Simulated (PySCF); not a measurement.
C5H10BFO2.
SMILES: `O(B(OCF)C(=C)C)C`

Torsions of this conformer, `[CH2:1]=[C:2]([CH3:3])[B:4]([O:5][CH3:6])[O:7][CH2:8][F:9]`: C1–C2–B4–O5 147°, C2–B4–O5–C6 -179°, C2–B4–O7–C8 -3°, B4–O7–C8–F9 86°.

The closed-shell ground state was solved at several levels (PySCF, density fitting, gas phase, non-relativistic). Geometry: PBE0-D3(BJ)/def2-SVP, one conformer, isolated molecule.

```tsv
level	basis functions	total energy (Eh)	HOMO (eV)	LUMO (eV)	gap (eV)	dipole (D)
wB97X-D/def2-SVPD	269	-471.2949	-9.30	1.26	10.56	1.66
PBE0/pcSseg-1	203	-471.1882	-7.42	-0.46	6.96	1.73
```

(1) What might HF/pcSseg-1 (203 basis functions) give for the same quantities?

(2) Over all these levels, which gives the widest orbital gap and which the narrowest?

(3) How far do the dipole and the HOMO energy spread over the levels?

## Answers

(1) Total energy -469.0231 Eh, HOMO -9.80 eV, LUMO 3.38 eV, gap 13.18 eV, dipole 1.89 D.

(2) HF/pcSseg-1 (Hartree–Fock, all exact exchange) has the widest, 13.18 eV, and PBE0/pcSseg-1 (global hybrid, 25 % exact exchange) the narrowest, 6.96 eV. The two share the basis. From the narrowest to the widest the HOMO moves by -2.38 eV and the LUMO by +3.84 eV. The HOMO need not be the same orbital at Hartree–Fock and at DFT levels.

(3) The dipole runs from 1.66 to 1.89 D (mean 1.76 D) and the HOMO from -9.80 to -7.42 eV.

Note: wB97X-D ran without an empirical dispersion term, which enters the total energy and its gradient alone.
